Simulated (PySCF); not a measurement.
Computed IR spectrum (relative IR intensity) of a molecule C₃H₁₃NSi₂. Geometry optimised at PBE-D3(BJ)/def2-SVP. One conformer was computed; it need not be the lowest. Method: PBE-D3(BJ)/def2-SVP (PySCF). Frequencies are harmonic and unscaled.

Lines under 2 % of the strongest are left out, and lines within 2 cm⁻¹ are merged.

| ν (cm⁻¹) | relative intensity |
|---|---|
| 235 | 5.5 |
| 251 | 4.3 |
| 273 | 6.7 |
| 364 | 3.5 |
| 629 | 13 |
| 652 | 15 |
| 797 | 42 |
| 840 | 47 |
| 870 | 100 |
| 889 | 8.0 |
| 901 | 17 |
| 904 | 25 |
| 910 | 13 |
| 914 | 23 |
| 974 | 4.5 |
| 1344 | 2.4 |
| 1427 | 2.2 |
| 1572 | 11 |
| 2133 | 36 |
| 2145 | 34 |
| 2150 | 7.2 |
| 2154 | 37 |
| 2164 | 53 |
| 2169 | 38 |
| 2951 | 7.3 |
| 2967 | 7.1 |
| 3002 | 2.9 |
| 3054 | 8.3 |
| 3060 | 6.8 |

Q: Which molecule gave these data?
(A) CC(C)N[SiH2][SiH3]
(B) CCC(N)([SiH3])[SiH3]
(C) CC(C)(N)[SiH2][SiH3]
(D) CC[C@H]([SiH3])N[SiH3]

A: B, CCC(N)([SiH3])[SiH3]
